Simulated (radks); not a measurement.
Numerical settings for the caesium ion Cs3+, [Kr] 4d10 5s2 5p4. Calculated with a radial shooting solver on a logarithmic mesh with Libxc functionals: scalar-relativistic Kohn-Sham, PBE, spin-polarised, spherical densities, point nucleus; open shells are filled with parallel spins first (spin-orbit coupling, left out, can overturn this in heavy ions). The defaults (mesh step 0.008 in ln r, mesh end at 40 bohr or more with all orbitals vanishing there, Anderson mixing 0.5 over 9 steps, residual threshold near 1e-9 with the energy settled to 1e-9 hartree or 1e-11 of itself, here a cap of 74 iterations) give E = -7784.6994 hartree and 5p at -38.521 eV in 14 iterations. Run on one thread of a shared host, so times are rough (Intel(R) Xeon(R) Platinum 8488C): 0.25 s of CPU time, 0.25 s wall, 14 iterations on 2501 mesh points. Changes against that run (0 stands for a change within the tolerance of the run):

\begin{tabular}{lrrrrr}
setting & iterations & converged & E (mhartree) & e(5p) (meV) & CPU (s) \\ \hline
mesh step in ln r 0.03 & 14 & yes & +0.00769 & 0 & 0.08 \\
mesh step in ln r 0.12 & 2 & no & diverged & - & 0.04 \\
mesh step in ln r 0.08 & 4 & no & diverged & - & 0.05 \\
mesh end (bohr) 3 & 13 & yes & +873 & +9.07e+03 & 0.22 \\
mesh end (bohr) 20 & 14 & yes & 0 & 0 & 0.24 \\
residual threshold 0.01 & 10 & yes & 0 & +0.0227 & 0.19 \\
residual threshold 1e-16 & 74 & no & 0 & 0 & 0.63 \\
mixing 2.5 & 15 & yes & 0 & 0 & 0.25 \\
linear mixing, mixing 0.2 & 74 & no & 0 & 0 & 1 \\
linear mixing, mixing 0.5 & 30 & yes & 0 & 0 & 0.41 \\
mixing history 20 & 20 & yes & 0 & 0 & 0.31 \\
iteration cap 5 & 5 & no & +0.821 & +42.4 & 0.12 \\
\end{tabular}

Settings that end as converged yet miss the energy by more than 1 mhartree: mesh end (bohr) 3 (+0.873 hartree). A mesh that ends early acts as a hard wall.
